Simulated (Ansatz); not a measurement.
def2 core potentials replace the inner electrons of Te.

B3LYP has the VWN-RPA correlation part, as in Gaussian. 

## C$_{2}$H$_{4}$OTe, SMILES `O[Te]C=C` (C–C–Te–O torsion -3°, C–Te–O–H torsion -87°) (charge 0, multiplicity 1)

Calculation: B3LYP-D3(BJ)/def2-TZVP // B3LYP-D3(BJ)/def2-SVP (Ansatz, a program for electronic structure).

The HOMO is -5.84 eV, the dipole moment comes out as 1.76 D and the LUMO is -2.08 eV. The HOMO–LUMO gap is 3.76 eV. The vertical ionisation energy (Delta-SCF) is 8.09 eV. The adiabatic ionisation energy (no zero-point term) comes out as 7.82 eV and the hole reorganisation energy (four-point) comes out as 0.451 eV. The total energy comes out as -11483.06 eV.

```xyz
8

C     -1.0353    -0.5814    -0.0166
C     -0.6529     0.5695    -0.5712
Te     1.3696     1.2231    -0.6086
O      2.0683    -0.3332     0.4671
H     -2.0882    -0.8811    -0.0124
H     -0.3080    -1.2588     0.4411
H     -1.3573     1.2633    -1.0442
H      1.9793    -0.0800     1.3989
```
Charge 0, spin multiplicity 1.
